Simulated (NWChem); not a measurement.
System meant: trisilane (Si₃H₈); SMILES [SiH3][SiH2][SiH3]

The following NWChem deck was run.

```
start job
memory heap 200 mb stack 900 mb global 1100 mb
geometry units angstroms noautoz
  Si    -1.924853     0.002075     0.421687
  Si     0.000000     0.000000    -0.931660
  Si     1.924853    -0.002075     0.421687
  H     -3.180281     0.005552    -0.409010
  H     -1.927743    -1.221126     1.299502
  H     -1.923111     1.223054     1.302604
  H      0.001375     1.221092    -1.816256
  H     -0.001375    -1.221092    -1.816256
  H      1.923111    -1.223054     1.302604
  H      1.927743     1.221126     1.299502
  H      3.180281    -0.005552    -0.409010
end
basis spherical
  Si library def2-svp
  H library def2-svp
end
dft
  xc xpbe96 cpbe96
  iterations 4
  mulliken
end
task dft energy
```

End of the output:

```
    Atom       Charge   Shell Charges
 -----------   ------   -------------------------------------------------------
    1 Si  14    13.79   2.00  1.94  0.71  0.38  5.81  1.34  1.42  0.18
    2 Si  14    13.88   2.00  1.94  0.73  0.39  5.81  1.36  1.49  0.17
    3 Si  14    13.79   2.00  1.94  0.71  0.38  5.81  1.34  1.42  0.18
    4 H    1     1.07   0.63  0.42  0.03
    5 H    1     1.07   0.63  0.42  0.03
    6 H    1     1.07   0.63  0.42  0.03
    7 H    1     1.06   0.62  0.41  0.03
    8 H    1     1.06   0.62  0.41  0.03
    9 H    1     1.07   0.63  0.42  0.03
   10 H    1     1.07   0.63  0.42  0.03
   11 H    1     1.07   0.63  0.42  0.03

 center of mass
 --------------
 x =   0.00000000 y =   0.00000000 z =  -0.01690566

 moments of inertia (a.u.)
 ------------------
         203.687076974522          -0.000000000000          -0.000000000000
          -0.000000000000        1037.952602160317          -0.000000000000
          -0.000000000000          -0.000000000000         898.732167056450

     Multipole analysis of the density
     ---------------------------------

     L   x y z        total         alpha         beta         nuclear
     -   - - -        -----         -----         ----         -------
     0   0 0 0     -0.000000    -25.000000    -25.000000     50.000000

     1   1 0 0      0.000000      0.000000      0.000000      0.000000
     1   0 1 0     -0.000000     -0.000000     -0.000000      0.000000
     1   0 0 1     -0.020574     -0.010287     -0.010287      0.000000

     2   2 0 0    -34.908005   -265.284575   -265.284575    495.661145
     2   1 1 0     -0.000000     -0.000000     -0.000000      0.000000
     2   1 0 1     -0.000000     -0.000000     -0.000000      0.000000
     2   0 2 0    -34.201933    -33.092493    -33.092493     31.983054
     2   0 1 1      0.000000      0.000000      0.000000      0.000000
     2   0 0 2    -34.669873    -72.381600    -72.381600    110.093327

 ------------------------------------------------------------------------
 dft energy failed                                                                                  0
 ------------------------------------------------------------------------
 ------------------------------------------------------------------------
  current input line :
    25: task dft energy
 ------------------------------------------------------------------------
 ------------------------------------------------------------------------
 This type of error is most commonly associated with calculations not reaching convergence criteria
 ------------------------------------------------------------------------
 For more information see the NWChem manual at https://nwchemgit.github.io

0:dft energy failed:Received an Error in Communication
```

**Question.** Find the fault in this run and fix the input.

**Answer.** The run did not converge; its last values are not results. Cause: the SCF was allowed too few iterations. This input runs:
```
start job
memory heap 200 mb stack 900 mb global 1100 mb
geometry units angstroms noautoz
  Si    -1.924853     0.002075     0.421687
  Si     0.000000     0.000000    -0.931660
  Si     1.924853    -0.002075     0.421687
  H     -3.180281     0.005552    -0.409010
  H     -1.927743    -1.221126     1.299502
  H     -1.923111     1.223054     1.302604
  H      0.001375     1.221092    -1.816256
  H     -0.001375    -1.221092    -1.816256
  H      1.923111    -1.223054     1.302604
  H      1.927743     1.221126     1.299502
  H      3.180281    -0.005552    -0.409010
end
basis spherical
  * library def2-svp
end
dft
  xc xpbe96 cpbe96
  iterations 150
  mulliken
end
task dft energy
```
It converges to -872.51874 Ha (PBE/def2-SVP).
